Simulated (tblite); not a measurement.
Species: C5H12As2.
Atom-mapped SMILES: `[CH3:1][C@@H:2]1[CH2:3][AsH:4][CH2:5][CH2:6][AsH:7]1` (hydrogens: H8, H9, H10 on C1; H11 on C2; H12, H13 on C3; H14 on As4; H15, H16 on C5; H17, H18 on C6; H19 on As7)

Computed with GFN2-xTB (tblite), gas phase: L-BFGS steps from a force-field or distance-geometry start until the largest atomic force falls under 0.01 eV/Å.

Step 40: E = -585.9588 eV
```
atom  x, y, z in Å  |  force x, y, z in eV/Å
C1     -2.5295    0.0638   -0.1445    0.046  -0.024  -0.040
C2     -1.0133    0.1386    0.0189    0.008   0.045   0.048
C3     -0.3792    1.1859   -0.8886    0.012  -0.069  -0.022
As4     1.4837    1.6780   -0.3836   -0.018   0.055  -0.008
C5      2.3201   -0.1137   -0.1757    0.023  -0.001  -0.014
C6      1.5237   -1.1110    0.6526   -0.003   0.005  -0.021
As7    -0.1274   -1.6210   -0.3247   -0.059  -0.068   0.049
H8     -2.9316   -0.6366    0.5902   -0.075   0.065  -0.026
H9     -2.8114   -0.2910   -1.1368    0.081  -0.005  -0.048
H10    -2.9856    1.0459    0.0006    0.011  -0.079   0.072
H11    -0.8003    0.4079    1.0613   -0.052   0.034   0.085
H12    -0.3823    0.8218   -1.9241    0.039   0.071  -0.037
H13    -0.9636    2.1208   -0.8827    0.038  -0.122   0.045
H14     1.1383    1.7825    1.0914    0.036   0.052  -0.034
H15     3.3100    0.0517    0.2683    0.009   0.033   0.081
H16     2.5122   -0.5192   -1.1764   -0.069  -0.006  -0.058
H17     1.2620   -0.6734    1.6231   -0.020  -0.015  -0.022
H18     2.1279   -2.0044    0.8554   -0.015  -0.013  -0.062
H19    -0.7636   -2.3174    0.8679    0.009   0.043   0.014
```

Step 41: E = -585.9624 eV
```
atom  x, y, z in Å  |  force x, y, z in eV/Å
C1     -2.5283    0.0638   -0.1473    0.036  -0.015  -0.055
C2     -1.0134    0.1440    0.0256   -0.012  -0.060   0.046
C3     -0.3773    1.1860   -0.8849    0.013  -0.102   0.008
As4     1.4823    1.6778   -0.3805    0.031   0.112  -0.004
C5      2.3172   -0.1128   -0.1784    0.019  -0.014  -0.023
C6      1.5260   -1.1090    0.6534   -0.084  -0.037  -0.049
As7    -0.1305   -1.6218   -0.3202   -0.044  -0.015   0.122
H8     -2.9347   -0.6474    0.5753   -0.057   0.067  -0.042
H9     -2.7976   -0.2779   -1.1483    0.066  -0.011  -0.024
H10    -2.9914    1.0410    0.0065    0.013  -0.066   0.069
H11    -0.8067    0.4129    1.0695   -0.037   0.035   0.070
H12    -0.3738    0.8129   -1.9163    0.029   0.069  -0.070
H13    -0.9641    2.1174   -0.8883    0.023  -0.077   0.042
H14     1.1450    1.7843    1.0952    0.022   0.049  -0.022
H15     3.3106    0.0447    0.2588    0.030   0.053   0.064
H16     2.4945   -0.5146   -1.1830   -0.038  -0.021  -0.065
H17     1.2643   -0.6694    1.6222   -0.016  -0.021  -0.002
H18     2.1281   -2.0039    0.8549   -0.004  -0.005  -0.055
H19    -0.7599   -2.3188    0.8784    0.012   0.058  -0.009
```

Step 42: E = -585.9665 eV
```
atom  x, y, z in Å  |  force x, y, z in eV/Å
C1     -2.5254    0.0633   -0.1507    0.018   0.002  -0.055
C2     -1.0125    0.1477    0.0331   -0.026  -0.152   0.039
C3     -0.3749    1.1841   -0.8811    0.023  -0.110   0.041
As4     1.4814    1.6795   -0.3793    0.071   0.131   0.006
C5      2.3142   -0.1117   -0.1815   -0.007  -0.016  -0.024
C6      1.5262   -1.1080    0.6516   -0.132  -0.062  -0.057
As7    -0.1355   -1.6245   -0.3145   -0.027   0.036   0.162
H8     -2.9385   -0.6549    0.5608   -0.040   0.037  -0.047
H9     -2.7812   -0.2662   -1.1593    0.044  -0.019  -0.011
H10    -2.9956    1.0347    0.0122    0.012  -0.027   0.053
H11    -0.8123    0.4171    1.0785   -0.022   0.033   0.042
H12    -0.3661    0.8071   -1.9101    0.016   0.049  -0.091
H13    -0.9638    2.1117   -0.8906   -0.003  -0.018   0.037
H14     1.1518    1.7878    1.0970    0.009   0.049  -0.009
H15     3.3091    0.0393    0.2533    0.051   0.061   0.033
H16     2.4774   -0.5093   -1.1895    0.008  -0.034  -0.070
H17     1.2637   -0.6667    1.6190   -0.007  -0.029   0.016
H18     2.1271   -2.0039    0.8519    0.004   0.008  -0.046
H19    -0.7551   -2.3179    0.8917    0.007   0.061  -0.019
```

**Question.** Estimate the geometry and energy of step 43. (The exact step hangs on the optimiser's Hessian estimate; all steps are aligned on step 42, rigid shifts and turns removed.)

**Answer.** E = -585.9711 eV, largest force 0.199 eV/Å
```
atom  x, y, z in Å  |  force x, y, z in eV/Å
C1     -2.5215    0.0625   -0.1567   -0.031  -0.001  -0.033
C2     -1.0116    0.1492    0.0423   -0.029  -0.195   0.027
C3     -0.3708    1.1798   -0.8757    0.026  -0.079   0.048
As4     1.4814    1.6844   -0.3750    0.095   0.103   0.013
C5      2.3104   -0.1108   -0.1872   -0.007  -0.017  -0.034
C6      1.5246   -1.1062    0.6494   -0.122  -0.052  -0.048
As7    -0.1418   -1.6276   -0.3027   -0.010   0.065   0.140
H8     -2.9438   -0.6668    0.5392   -0.009   0.016  -0.074
H9     -2.7607   -0.2490   -1.1759    0.019  -0.014   0.029
H10    -2.9997    1.0265    0.0230    0.019   0.005   0.016
H11    -0.8198    0.4220    1.0895   -0.010   0.025  -0.001
H12    -0.3545    0.8013   -1.9047    0.002   0.022  -0.070
H13    -0.9633    2.1037   -0.8926   -0.018   0.020   0.035
H14     1.1581    1.7880    1.1015   -0.001   0.052   0.007
H15     3.3099    0.0326    0.2429    0.016   0.048  -0.027
H16     2.4534   -0.5039   -1.2014    0.055  -0.026  -0.020
H17     1.2628   -0.6610    1.6151    0.007  -0.039   0.033
H18     2.1258   -2.0020    0.8502    0.009   0.017  -0.039
H19    -0.7488   -2.3134    0.9111   -0.010   0.049   0.000
```

The energy changes by -0.0045 eV. The first-order estimate −F·Δx gives -0.0064 eV and the mean of the old and new forces, exact on a quadratic surface, -0.0045 eV. The step makes an angle of 76° with the force vector and moves no atom by more than 0.031 Å.

The cost below is that of the whole relaxation. On Arm Neoverse N1, one thread, shared host with 64 logical CPUs at a one-minute load of 61, this took 1.1 s of wall time.
